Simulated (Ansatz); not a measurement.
A made-up structure of AlSiH$_{3}$ClF, singlet:

```
7
angstrom
F -0.6098 2.1694 -0.6355
Al 0.1115 0.6891 -0.9218
Si -0.1396 -0.4131 0.7246
Cl 0.8487 -2.2346 0.1256
H 0.8868 0.1237 -2.2092
H 0.5700 0.2842 1.9310
H -1.6676 -0.6188 0.9852
```

It is relaxed with PBE-D4/def2-SVP and then PBE0-D4/def2-TZVP (Ansatz 0.2.0). Atoms count as bonded within 1.22 times the sum of their covalent radii (H–H: 0.88 Å). The end point is not checked to be a true minimum.

(1) Does its bonding change? (A judgement: the text doesn't fix the answer.)

Results:

(1) Computed: No: no bond forms or breaks.

Where it ends: The first stage lowers the energy by 1.79 eV in 6 steps. It ends as AlSiH₃ClF ([F][AlH][SiH2][Cl]):
| atom | x (Å) | y (Å) | z (Å) |
| --- | --- | --- | --- |
| F1 | -0.5301 | 2.3826 | -1.0258 |
| Al2 | 0.1240 | 0.8687 | -1.1233 |
| Si3 | -0.1444 | -0.5474 | 0.8640 |
| Cl4 | 0.7586 | -2.3712 | 0.4702 |
| H5 | 0.8537 | 0.4730 | -2.4658 |
| H6 | 0.5049 | 0.0154 | 2.0782 |
| H7 | -1.5667 | -0.8210 | 1.2026 |

Labels in which every atom is bracketed show which atoms are joined, not bond orders.

For scale, one of the runs: PBE0-D4/def2-TZVP relaxation, 160 basis functions, launched by `ansatz run in.yaml --threads 2 --pin off --events-out ev --progress --plain --max-ram 4352MiB`. The run took about 31 s on 2 CPU threads of an Arm Neoverse V2 (shared host).
